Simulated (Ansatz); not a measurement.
The cluster Be₄O₄. The state is a singlet with charge 0. Geometry PBE-D4/def2-SVP.

```xyz
8

Be    0.810    0.031   -1.503
Be    0.626    1.545    0.369
Be   -0.626   -1.545   -0.369
Be   -0.810   -0.031    1.503
O     1.203    1.319   -0.949
O    -1.202   -1.319    0.949
O     0.154   -1.268   -1.567
O    -0.154    1.268    1.567
```

HSE06 is defined as in plane-wave codes, on full-range PBE exchange. The structure comes from a short search, and lower isomers may exist.

Estimate the orbital energies around the gap (eV) in Ansatz with HF/def2-TZVP, PBE-D4/def2-TZVP, r2SCAN-D4/def2-TZVPD, r2SCANh-D4/def2-TZVP, HSE06-D4/def2-TZVP.


| orbital | HF/def2-TZVP | PBE-D4/def2-TZVP | r2SCAN-D4/def2-TZVPD | r2SCANh-D4/def2-TZVP | HSE06-D4/def2-TZVP |
| --- | --- | --- | --- | --- | --- |
| HOMO−5 | -13.96 | -8.05 | -8.43 | -9.01 | -9.30 |
| HOMO−4 | -13.96 | -8.05 | -8.43 | -9.01 | -9.30 |
| HOMO−3 | -13.27 | -7.70 | -8.07 | -8.61 | -8.86 |
| HOMO−2 | -13.27 | -7.70 | -8.07 | -8.61 | -8.86 |
| HOMO−1 | -13.11 | -7.40 | -7.76 | -8.32 | -8.59 |
| HOMO | -12.39 | -6.93 | -7.30 | -7.83 | -8.06 |
| LUMO | 0.87 | -1.93 | -1.48 | -1.20 | -1.53 |
| LUMO+1 | 1.59 | -0.77 | -0.25 | 0.03 | -0.38 |
| LUMO+2 | 1.59 | -0.77 | -0.25 | 0.03 | -0.38 |
| LUMO+3 | 2.01 | 0.11 | 0.43 | 0.87 | 0.46 |
| LUMO+4 | 3.42 | 0.12 | 0.51 | 0.91 | 0.66 |
| LUMO+5 | 4.02 | 0.42 | 0.60 | 1.19 | 0.83 |
